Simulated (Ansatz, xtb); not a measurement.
Relaxing a trial structure of CBSe2+

The starting geometry of this gas-phase singlet was built from a drawn formula by distance geometry and a force field; its bonds are those of `[C+]#[Se]1=B[Se]1`.

```xyz
4

C     0.0778   -2.2862    0.1584
B     1.2519   -4.5461    2.2138
Se    1.0752   -3.0763    1.0411
Se    2.6438   -3.0584    2.6587
```

Where would you expect an optimisation with r2SCAN-D4/def2-SVP to take it?

It rearranges to `[Se]=BC#[Se+]`. Distances that change by over a tenth: B2–Se4 (2.09 → 1.74 Å). Contacts that open: B2–Se3 (1.89 → 3.11 Å), Se3–Se4 (2.25 → 4.85 Å). Contacts that close: C1–B2 (3.27 → 1.47 Å).

The energy falls by 8.63 eV over 32 steps:

```json
{"step": "1", "E − E(last) (eV)": "8.630"}
{"step": "4", "E − E(last) (eV)": "5.383"}
{"step": "8", "E − E(last) (eV)": "4.193"}
{"step": "11", "E − E(last) (eV)": "3.752"}
{"step": "15", "E − E(last) (eV)": "2.423"}
{"step": "18", "E − E(last) (eV)": "2.197"}
{"step": "22", "E − E(last) (eV)": "2.190"}
{"step": "25", "E − E(last) (eV)": "1.451"}
{"step": "29", "E − E(last) (eV)": "0.002"}
{"step": "32", "E − E(last) (eV)": "0.000"}
```

Final geometry (Å):

```json
{"atom": "C", "x (Å)": "0.8639", "y (Å)": "-3.2933", "z (Å)": "0.8754"}
{"atom": "B", "x (Å)": "1.6356", "y (Å)": "-3.1932", "z (Å)": "2.1199"}
{"atom": "Se", "x (Å)": "-0.0002", "y (Å)": "-3.4054", "z (Å)": "-0.5173"}
{"atom": "Se", "x (Å)": "2.5494", "y (Å)": "-3.0750", "z (Å)": "3.5940"}
```

From the same start GFN2-xTB reaches the same bonding as this run.

No frequencies were run, so the end isn't proven a minimum. Run with Ansatz 0.2.0, 73 s on 2 threads of Arm Neoverse V1 (shared host).
